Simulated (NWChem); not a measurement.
NH3TeO; SMILES N[Te]O

```xyz
6

Te     0.2978    -0.0233    -0.0082
O     -0.9075    -1.6275    -0.0829
H     -1.1150    -1.8664     0.8294
N     -0.9807     1.5233    -0.0003
H     -1.5630     1.6059     0.8287
H     -1.5375     1.6207    -0.8455
```
Atoms are numbered in this order, from 1.

Level: PBE0/def2-SVP with def2 effective core potentials on Te (NWChem), optimised geometry, unscaled harmonic frequencies. def2 effective core potentials on Te; no spin-orbit coupling.

```
frequency (cm⁻¹)  IR intensity (km/mol)
----------------  ---------------------
201                                13.5
403                                83.3
439                                77.3
497                               181.8
596                                43.4
693                                48.5
912                                 5.2
989                                46.6
1543                               13.6
3564                               19.9
3681                               40.0
3863                               79.9
```

```json
{
  "zero_point_energy": "24.8 kcal/mol",
  "thermal correction to the enthalpy at 298.15 K (with zero-point energy)": "28.3 kcal/mol",
  "heat capacity Cv": "14.7 cal/(mol K)",
  "entropy at 298.15 K and 1 atm (symmetry number 1)": "71.4 cal/(mol K)"
}
```

Rigid rotor and harmonic oscillator.
